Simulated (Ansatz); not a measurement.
Two members of one family (Series GeHMe2X), computed with Ansatz in the gas phase. Binding counts from free atoms in the multiplicity of their measured ground term, without zero-point energy. A dash marks a value that wasn't run or was left out as unsound. The structures are stationary points that may keep the symmetry of their start.

First: GeHMe2(SiH3) (singlet, charge 0, r2SCAN-D4/def2-SVP geometry).

Cartesian coordinates in Å:
```
Ge -0.1736 0.5336 0.1702
H -0.7746 1.7647 0.8848
C 1.7725 0.7577 0.0509
H 2.0153 1.6647 -0.5249
H 2.2266 -0.1072 -0.4556
H 2.2223 0.8503 1.0505
C -0.9277 0.4188 -1.6368
H -2.0226 0.3187 -1.6031
H -0.5161 -0.4523 -2.1701
H -0.6806 1.3256 -2.2109
Si -0.7009 -1.4336 1.4086
H -0.1573 -1.3633 2.8019
H -0.1027 -2.6338 0.7396
H -2.1806 -1.6440 1.4948
```

```tsv
level	HOMO (eV)	LUMO (eV)	gap (eV)	vertical IE (eV)	vertical triplet (eV)	binding per atom (eV)
PBE-D4/def2-SVP	-6.58	-0.02	6.56	–	–	3.45
PBE-D4/def2-TZVP	-6.62	-0.31	6.31	9.41	5.94	3.44
r2SCAN-D4/def2-TZVP	-6.87	0.00	6.87	–	6.06	3.45
B3LYP-D4/6-31G	-7.47	0.89	8.36	–	–	3.37
HSE06-D4/def2-TZVP	-7.32	0.10	7.42	9.60	–	3.43
```

Second: GeHMe2(NHEt) (singlet, charge 0, r2SCAN-D4/def2-SVP geometry).

```
atom   x (Å)   y (Å)   z (Å)
 Ge1   0.121  -0.049   1.208
  H2   1.621  -0.092   1.571
  C3  -0.574   1.749   1.577
  H4  -1.646   1.807   1.330
  H5  -0.040   2.504   0.982
  H6  -0.450   2.002   2.642
  C7  -0.903  -1.392   2.178
  H8  -0.827  -1.232   3.265
  H9  -0.531  -2.402   1.946
 H10  -1.968  -1.341   1.902
 N11   0.029  -0.514  -0.576
 C12   0.691   0.302  -1.581
 C13   0.854  -0.451  -2.895
 H14  -0.904  -0.795  -0.877
 H15   0.174   1.269  -1.781
 H16   1.690   0.576  -1.195
 H17   1.419  -1.382  -2.737
 H18   1.378   0.161  -3.648
 H19  -0.131  -0.723  -3.314
```

Problem. Estimate the same table for the second.

Solution. 
| level | HOMO (eV) | LUMO (eV) | gap (eV) | vertical IE (eV) | vertical triplet (eV) | binding per atom (eV) |
| --- | --- | --- | --- | --- | --- | --- |
| PBE-D4/def2-SVP | -4.76 | 0.69 | 5.45 | – | – | 3.87 |
| PBE-D4/def2-TZVP | -4.97 | 0.16 | 5.12 | 8.05 | 5.31 | 3.85 |
| r2SCAN-D4/def2-TZVP | -5.23 | 0.81 | 6.04 | – | 5.43 | 3.79 |
| B3LYP-D4/6-31G | -5.66 | 1.54 | 7.20 | – | – | 3.75 |
| HSE06-D4/def2-TZVP | -5.92 | 0.59 | 6.50 | 8.19 | – | 3.81 |
